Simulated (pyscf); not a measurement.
**HO–B(OH)–O–SiH₃, singlet**

Gas-phase minimum from PySCF at ωB97X-D3(BJ)/def2-SVP, one conformer. 

```
O
B 1 1.3709
O 2 1.3679 1 120.85
H 3 0.9634 2 111.31 1 -0.11
O 2 1.3685 3 120.13 4 179.91
H 5 0.9631 2 112.26 3 -0.06
Si 1 1.6783 2 126.65 3 -179.75
H 7 1.4874 1 106.40 2 -180.00
H 7 1.4888 8 109.59 1 -119.69
H 7 1.4889 8 109.54 9 -120.68
```
Charge 0, spin multiplicity 1.

Properties at ωB97X-D3(BJ)/def2-SVP:

```yaml
harmonic_wavenumbers_unscaled: 87, 115, 122, 388, 476, 479, 542, 677, 708, 744, 784, 968, 970, 970, 988, 1024, 1075, 1472, 1478, 2273, 2274, 2283, 3924, 3927 cm⁻¹
zero_point_energy: 41.1 kcal/mol
rotational_symmetry_number: 1
Entropy of this conformer at 298 K and 1 atm, rigid rotor and harmonic oscillator, modes under 100 cm⁻¹ raised to 100: 336.2 J/(mol K)
dipole_moment: 0.70 D
```

Single-point totals, which compare only within one level:

| level | total energy (hartree) |
|---|---|
| ωB97X-D3(BJ)/def2-TZVP | -543.42277 |
| PBE/def2-TZVP | -542.90185 |
| r²SCAN/def2-TZVP | -543.18910 |
| B3LYP-D3(BJ)/def2-TZVP | -543.38435 |
| PBE0-D3(BJ)/def2-TZVP | -542.94568 |
| M06-2X/def2-TZVP | -543.23293 |
| ωB97M-D3(BJ)/def2-TZVP | -543.44590 |

Soft torsions are taken as harmonic, which can shift the entropy by several J/(mol K).
